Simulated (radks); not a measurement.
Polarisability of the germanium ion Ge+, [Ar] 3d10 4s2 4p1, at imaginary frequency. All-electron calculation, non-relativistic Kohn-Sham, LDA (Slater exchange, Perdew-Wang correlation), spin-unpolarised, spherical densities, point nucleus. Program: a radial shooting solver on a logarithmic mesh with Libxc functionals. Response by self-consistent Sternheimer equations with the Hartree and adiabatic LDA kernel.

| w (hartree) | alpha1(iw) (bohr^3) |
|---|---|
| 0.00266 | 18.94 |
| 0.0143 | 18.91 |
| 0.0360 | 18.76 |
| 0.0697 | 18.28 |
| 0.118 | 17.19 |
| 0.186 | 15.21 |
| 0.280 | 12.33 |
| 0.413 | 9.010 |
| 0.605 | 5.960 |
| 0.892 | 3.643 |
| 1.35 | 2.107 |
| 2.12 | 1.162 |
| 3.59 | 0.5884 |
| 6.94 | 0.2411 |
| 17.5 | 0.05749 |

Static values: alpha1 = 18.94 bohr^3 (2.806 angstrom^3; uncoupled 30.38). C6 = 109.3, triple-dipole C9 = 1483 atomic units. One-pole (London) frequency 4 C6 / (3 alpha1^2) = 0.406 hartree, against 0.422 for minus the highest occupied eigenvalue. The dipole shielding factor is 0.969, as the force sum rule N/Z = 0.969 demands.
